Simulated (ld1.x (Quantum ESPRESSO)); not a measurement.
## Building the PAW potential for copper (PBE, scalar-relativistic).

* Element: copper
* Generator: ld1.x (Quantum ESPRESSO) 7.5
* Type: PAW
* Functional: PBE
* Relativity: scalar-relativistic
* Frozen core: [Ne]
* Valence charge: 19
* Reference configuration: 3s2 3p6 3d9 4s2 4p0
* Partial waves: 3s (bound): rcut 1.10, rcutus 1.35 bohr; 4s (bound): rcut 1.10, rcutus 1.35 bohr; 3p (bound): rcut 1.05, rcutus 1.10 bohr; 4p (bound, empty): rcut 1.05, rcutus 1.10 bohr; 3d (bound): rcut 1.00, rcutus 1.30 bohr; 3d channel at 2.75 Ry: rcut 1.00, rcutus 1.30 bohr; 4f channel at 0.2 Ry: rcut 1.15, rcutus 1.50 bohr; 4f channel at 0.9 Ry: rcut 1.15, rcutus 1.50 bohr
* Local potential: all-electron potential smoothed inside 1.35 bohr (lloc = -2)
* Core correction: a·sin(br)/r model core inside 0.70 bohr
* Augmentation charge: BESSEL, radius 1.00 bohr

What the tests gave:

| Quantity | Value |
| --- | --- |
| Cutoffs needed | 100 Ry and 160 Ry (the cutoffs (Ry, on a coarse ladder) from which the occupation-weighted sum of valence levels, in a spherical-Bessel basis at the reference potential, stays within 10 and 1 mRy of its value at 400 Ry) |
| Ghost test | no extra level below or beside the all-electron valence levels (s, p, d, f tested) (spherical-Bessel basis up to 400 Ry, 20 bohr box) |
| Configuration tests | test run stopped at test 1 of 7 (negative rho) |
| Lowest eigenvalue of the overlap operator | 0.09 (s channel) |

Generation and tests took about 1.1 s on one core of a shared server CPU.
